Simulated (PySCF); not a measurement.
The same groups moved round the core (butadiene chloro+silyl). All species are isolated molecules in the gas phase. One relaxed conformer stands for each flexible species; it need not be the lowest. Strings in code marks are SMILES.

The four lowest singlet excitations (Tamm–Dancoff). These are PySCF with CAM-B3LYP-D3(BJ)/def2-TZVP values and carry that method's errors. Excitations are Tamm–Dancoff values on a coarser integration grid. The basis has no diffuse functions, so Rydberg states are missing or too high.

| state | energy (eV) | wavelength (nm) | oscillator strength |
|---|---|---|---|
| S1 | 5.76 | 215 | 0.763 |
| S2 | 6.28 | 197 | 0.001 |
| S3 | 6.59 | 188 | 0.000 |
| S4 | 6.62 | 187 | 0.000 |

### Question
Say which member gives these states.
(A) `C=C([SiH3])/C=C/Cl` (Si–C–C–C torsion 0°)
(B) `C=C(Cl)/C=C\[SiH3]` (Cl–C–C–C torsion 0°)
(C) `C=C(Cl)/C=C/[SiH3]` (Cl–C–C–C torsion 0°)
(D) `C=C/C([SiH3])=C/Cl` (C–C–C–Si torsion 0°)

### Answer
B, `C=C(Cl)/C=C\[SiH3]` (Cl–C–C–C torsion 0°)
